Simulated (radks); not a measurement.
The numbers below are computed, except where a source is named.
Kinetic energies: the exact non-interacting value of the Kohn-Sham orbitals and orbital-free approximations, as 100 (|E| - |E exact|)/|E exact|, negative where the magnitude is too small. Species: As4+ [Ar] 3d10 4s1; Co26+ 1s1; I2+ [Kr] 4d10 5s2 5p3; N3+ [He] 2s2. Code: a radial shooting solver on a logarithmic mesh with Libxc functionals. Model: non-relativistic Kohn-Sham, exchange-only B88, spin-polarised, spherical densities, point nucleus. Every spin shell is full or empty, so the densities are truly spherical. Functionals are evaluated on that one density, not self-consistently.

functional,As4+,Co26+,I2+,N3+
exact (hartree),2230.59,364.426,6916.98,51.0727
Thomas-Fermi,-6.11,-8.24,-5.21,-10.59
TF + vW,+41.77,+91.76,+35.57,+79.31
TF + vW/5,+3.47,+11.76,+2.94,+7.39
LC94,-0.03,+2.36,+0.06,-0.58
APBEK,+0.05,+2.20,+0.11,-0.55
revAPBEK,+0.28,+3.09,+0.28,+0.23
Perdew 92,-0.78,+2.90,-0.67,-0.58
Thakkar,-0.51,+2.55,-0.60,-0.38
Pearson,-1.18,-2.22,-0.91,-4.70
PG1,+17.90,+55.47,+14.72,+43.86
DePristo-Kress,-0.13,+3.08,-0.11,-1.93
Ernzerhof,-0.41,+6.85,-0.41,+1.36
